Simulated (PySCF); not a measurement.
Sb(Cl)3 anion (Cl3Sb), SMILES [Cl][Sb]([Cl])[Cl] (connectivity only; charge and spin as stated), charge -1, multiplicity 2.

Coordinates come from a r2SCAN-D4/def2-SVPD optimisation. The spin state was assumed, not searched. The isomer is the one that the SMILES or the coordinates give; other isomers of the formula were not compared. The def2 effective core potentials stand for the cores of Sb; spin–orbit coupling is left out.

All values below come from ωB97X/def2-TZVPD (PySCF).

Gas-phase values at a fixed geometry.

```json
{
 "total_energy": "-1621.12695 hartree",
 "point_group": "C2v",
 "α spin, highest occupied and lowest empty level": "-4.18 and 3.80 eV",
 "β spin, highest occupied and lowest empty level": "-5.33 and 2.33 eV",
 "dipole_moment_about_the_centre_of_nuclear_charge": "1.08 D",
 "mean_static_polarisability": "110.7 bohr³ (16.41 Å³)",
 "polarisability_principal_values": "78.1, 103.8, 150.3 bohr³",
 "⟨S²⟩": "0.754 (pure state 0.75)"
}
```
